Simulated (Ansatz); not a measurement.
## Counterpoise correction, worked out

The pair of HCl (SMILES Cl, atoms 1–2) and CH3I (SMILES CI, atoms 3–7), both closed shells, in one local arrangement (a lower one may exist), relaxed at PBE0-D4/def2-TZVP:

```csv
atom,x (Å),y (Å),z (Å)
Cl1,0.1469,0.3614,-2.8010
H2,-0.2752,-0.5110,-1.9443
C3,0.1242,0.2291,1.0144
I4,-0.7835,-1.6063,0.4220
H5,1.1157,0.2576,0.5739
H6,-0.4968,1.0350,0.6364
H7,0.1685,0.2342,2.0988
```

Program: Ansatz 0.2.0. Basis: def2-TZVPPD. Cores are frozen in the correlated methods. Filled d shells of the heavier atoms are correlated. Core potentials replace the inner electrons of the atoms past krypton. The def2 sets are not built for correlating such inner shells, so the correlated values are less sure here.

MP2 total energies in eV:

| system | geometry | basis functions | energy |
| --- | --- | --- | --- |
| pair | pair | all | -21695.25795 |
| HCl | as in the pair | all (partner as ghosts) | -12525.54304 |
| CH3I | as in the pair | all (partner as ghosts) | -9169.57714 |
| HCl | as in the pair | its own | -12525.52991 |
| CH3I | as in the pair | its own | -9169.54784 |
| HCl | free (PBE0-D4 minimum) | its own | -12525.53713 |
| CH3I | free (PBE0-D4 minimum) | its own | -9169.54827 |

(1) Work out the interaction energy with and without the counterpoise correction, the superposition error, and the binding energy from the relaxed fragments.

T1 diagnostic: at most 0.008.

## Answers

(1) Without correction: -21695.25795 − (-12525.52991) − (-9169.54784) = -0.18020 eV.
With correction (each fragment in the whole basis): -21695.25795 − (-12525.54304) − (-9169.57714) = -0.13777 eV = -3.18 kcal/mol.
The superposition error is the difference, 0.04243 eV, 24 % of the uncorrected value: each fragment borrows its partner's functions.
Deformation from the free shapes: 0.00722 eV for HCl and 0.00043 eV for CH3I.
Binding energy from relaxed fragments: -0.13777 + 0.00722 + 0.00043 = -0.13012 eV = -3.00 kcal/mol (electronic, without zero-point energy; negative means bound). For comparison, the corrected interaction energy by CCSD(T) at an estimated basis limit (MP2 extrapolated from triple and quadruple zeta, plus CCSD(T) − MP2 in triple zeta) is -0.137 eV.

For scale, one of the runs: CCSD(T)/def2-TZVPPD, 215 basis functions, launched by `ansatz run in.yaml --threads 4 --pin off --events-out ev --progress --plain --max-ram 9574MiB`. Hardware: 4 CPU threads of an Arm Neoverse V2, shared host. Wall time 79 s; peak host memory 3.4 GiB.
